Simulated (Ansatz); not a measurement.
Input file for Ansatz (a first-principles code): R-PBE0/def2-TZVPP on CH5AlS (SMILES [CH3][AlH][SH]), a point of a torsion scan.

Ansatz 0.2 input:
```yaml
crystal:
  periodic: [false, false, false]
  atoms:
    - {symbol: C, position_ang: [-1.39514702, -0.17537854, 0.07868005]}
    - {symbol: Al, position_ang: [0.42727753, 0.57677445, -0.08922059]}
    - {symbol: S, position_ang: [1.73805492, 0.99869342, 1.62345590]}
    - {symbol: H, position_ang: [-2.16757225, 0.48210527, -0.33433804]}
    - {symbol: H, position_ang: [-1.50820209, -1.13742488, -0.43242026]}
    - {symbol: H, position_ang: [-1.64992019, -0.34309964, 1.13349554]}
    - {symbol: H, position_ang: [1.10584919, 0.93971569, -1.42525087]}
    - {symbol: H, position_ang: [2.68600209, 1.43749461, 0.79554349]}
basis:
  gaussian:
    orbitals: def2-TZVPP
hamiltonian:
  xc: {name: PBE0}
scf: {lower_state_search: off}
```

Give the final energy of this run.

-681.5080 hartree.
